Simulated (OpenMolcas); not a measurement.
A run on V2+ among 4 point charges of -1.5 e arranged as a tetrahedron (Td), 1.64 Å from the ion.

* Program: OpenMolcas 26.06
* Method: SS-CASPT2, IPEA 0.25 Eh, imaginary shift 0.1 Eh (closed shells correlated: 3s 3p)
* Basis: ANO-RCC-VDZP [5s4p2d1f]
* Scalar Hamiltonian: DKH2, point nucleus
* Active space: 3 electrons in 5 orbitals (3d)
* State averaging: 2S+1 = 4 even, 10 roots; 2S+1 = 2 even, 40 roots
* Spin-orbit coupling: state interaction with AMFI integrals over the reference wave functions

First CASPT2 step and the start of its output:

```
&CASPT2
Multistate=10 1 2 3 4 5 6 7 8 9 10
NoMult
Frozen=5
IPEA=0.25
Imaginary=0.1
MaxIter=60
WThr=0.0 0.3 0.05
PrWF=0.5
NoMix
```

```
--- CASPT2 ---
Orbital specifications:
      -----------------------

      Symmetry species                           1
                                                 a
      Frozen orbitals                            5
      Inactive orbitals                          4
      Active orbitals                            5
      Secondary orbitals                        20
      Deleted orbitals                           0
      Number of basis functions                 34
Type of calculation                        SS-CASPT2
      Fock operator                              state-specific
      IPEA shift                                 0.25
      Real shift                                 0.00
      Imaginary shift                            0.10
      The input orbitals will be transformed to quasi-canonical
Reference energy:        -951.3760094372
      E2 (Non-variational):      -0.2670820466
      Shift correction:          -0.0077853303
      E2 (Variational):          -0.2748673769
      Total energy:            -951.6508768141
      Residual norm:              0.0000005155
      Reference weight:           0.79101
      Contributions to the CASPT2 correlation energy
      Active & Virtual Only:         -0.0392239568
      One Inactive Excited:          -0.1017630508
      Two Inactive Excited:          -0.1260950391
Reference energy:        -951.3760094372
      E2 (Non-variational):      -0.2645263828
      Shift correction:          -0.0054585974
      E2 (Variational):          -0.2699849802
      Total energy:            -951.6459944174
      Residual norm:              0.0000005934
      Reference weight:           0.83647
      Contributions to the CASPT2 correlation energy
      Active & Virtual Only:         -0.0368166538
...
```

Over all roots the printed reference weights run from 0.29 to 0.91, and roots that are degenerate in the reference spread by up to 21000 cm-1.

Task: Did the run give usable levels, and if not, why?

Result: No. The equations converged, but the reference weight falls to 0.29 for at least one root against 0.91 for the best. A drop of that size marks an intruder state, so the energies of such roots and the levels built on them can't be trusted.
